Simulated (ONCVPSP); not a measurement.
## Cutoff test, lithium (Li), ONCV

```json
{"Element": "Li (Z = 3)", "Generator": "ONCVPSP 4.0.1", "Type": "optimised norm-conserving Vanderbilt (ONCV)", "Functional": "PW91", "Relativity": "scalar-relativistic", "Frozen core": "[He]", "Valence charge": "1", "Reference configuration": "2s1", "Partial waves": "2s: rc 3.05 bohr, ncon 4, nbas 8, qcut 2.7 1/bohr, 3 projectors, debl 1.2 Ha; p scattering state at 0.05 Ha: rc 2.85 bohr, ncon 4, nbas 9, qcut 3.1 1/bohr, 2 projectors, debl 1.5 Ha", "Local potential": "polynomial inside 2.25 bohr (lpopt 5, dvloc0 6 Ha)", "Core correction": "Teter function, fcfact 2.75, rcfact 1.3"}
```

**Question.** For each optimised wave give the share of its norm inside rc, the residual kinetic energy above qcut (Ha) and the cutoffs (Ha) for errors of 10, 1, 0.1 and 0.01 mHa per electron.

**Answer.**

```
         wave  norm inside rc  residual KE  10 mHa  1 mHa  0.1 mHa  0.01 mHa
           2s           0.341      1.7e-05     0.4    1.9      2.9       4.6
s projector 2           0.222      1.0e-03     2.9    3.9     12.0      23.4
s projector 3           0.236      7.4e-02     5.0    9.2     25.9      30.9
p projector 1           0.522      8.9e-05     1.9    3.5      5.0      24.1
p projector 2           0.336      6.9e-03     4.5   12.4     39.7      45.0
```

The occupied waves need 1.9 Ha and 2.9 Ha for 1 and 0.1 mHa. The cutoffs count occupied waves only; projector 2 of the p channel, the hardest unoccupied one, needs 12 Ha at the loose tolerance. 1 of 2 tests not solved or not reliable.
